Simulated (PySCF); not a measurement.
## Radial density of Ru (ruthenium, neutral)

UHF, [Kr] 4d8, high-spin 3F determinant (an excited configuration). Calculation: PySCF 2.14, in aug-cc-pwCVTZ-PP with ECP28MDF; scalar relativity through the core potential. This is the valence pseudo-density: the core potential removes the inner electrons and smooths the orbitals near the nucleus.

```csv
r (bohr),4πr²ρ (e/bohr),4πr²(ρα − ρβ)
0.0314,2.377e-05,0.0000
0.0528,5.704e-05,0.0000
0.0888,0.0001919,0.0000
0.149,0.001658,0.0001
0.251,0.02652,0.0028
0.423,0.6942,0.0511
0.711,8.432,0.5495
1.20,12.50,1.4043
2.01,3.661,0.7284
3.38,0.5748,0.0894
5.69,0.03642,-0.0020
9.57,0.0003247,-0.0001
```

Energies and moments cover only the electrons outside the core potential.
